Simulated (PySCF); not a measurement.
Job for PySCF: D3(BJ) and D4 dispersion corrections on BCl2F (SMILES FB(Cl)Cl).

```python
from pyscf import gto
from pyscf.dispersion import dftd3, dftd4

mol = gto.M(
    atom='''
    B    -0.09212828    0.02215641   -0.02276497
    Cl    1.09380185    1.30146097    0.07045726
    Cl    0.33278262   -1.64464445    0.28215153
    F    -1.33455619    0.32102707   -0.32984382
    ''',
    basis='def2-svp',
    charge=0, spin=0, verbose=0, max_memory=1800)
d3, d4 = {}, {}
for xc in ['hf', 'pbe', 'blyp', 'revpbe', 'tpss', 'r2scan', 'b3lyp', 'pbe0', 'bhlyp', 'camb3lyp', 'b2plyp']:
    d3[xc] = float(dftd3.DFTD3Dispersion(mol, xc=xc, version='d3bj', atm=False).get_dispersion()['energy'])
    print(f'D3(BJ) {xc:10s} {d3[xc]:14.8f} Eh')
for xc in ['hf', 'pbe', 'blyp', 'revpbe', 'tpss', 'r2scan', 'b3lyp', 'pbe0', 'bhlyp', 'camb3lyp', 'b2plyp']:
    d4[xc] = float(dftd4.DFTD4Dispersion(mol, xc={'camb3lyp': 'cam-b3lyp'}.get(xc, xc), atm=True).get_dispersion()['energy'])
    print(f'D4     {xc:10s} {d4[xc]:14.8f} Eh')
```

Program output:

```
D3(BJ) hf            -0.02571802 Eh
D3(BJ) pbe           -0.00304560 Eh
D3(BJ) blyp          -0.00707300 Eh
D3(BJ) revpbe        -0.00762456 Eh
D3(BJ) tpss          -0.00397783 Eh
D3(BJ) r2scan        -0.00078145 Eh
D3(BJ) b3lyp         -0.00583075 Eh
D3(BJ) pbe0          -0.00272421 Eh
D3(BJ) bhlyp         -0.00484364 Eh
D3(BJ) camb3lyp      -0.00262118 Eh
D3(BJ) b2plyp        -0.00285603 Eh
D4     hf            -0.01282289 Eh
D4     pbe           -0.00353213 Eh
D4     blyp          -0.00797933 Eh
D4     revpbe        -0.01064042 Eh
D4     tpss          -0.00480148 Eh
D4     r2scan        -0.00076465 Eh
D4     b3lyp         -0.00584255 Eh
D4     pbe0          -0.00295078 Eh
D4     bhlyp         -0.00459186 Eh
D4     camb3lyp      -0.00300695 Eh
D4     b2plyp        -0.00244477 Eh
```

The run finished.

Cost: around 0.05 core-seconds (rough).
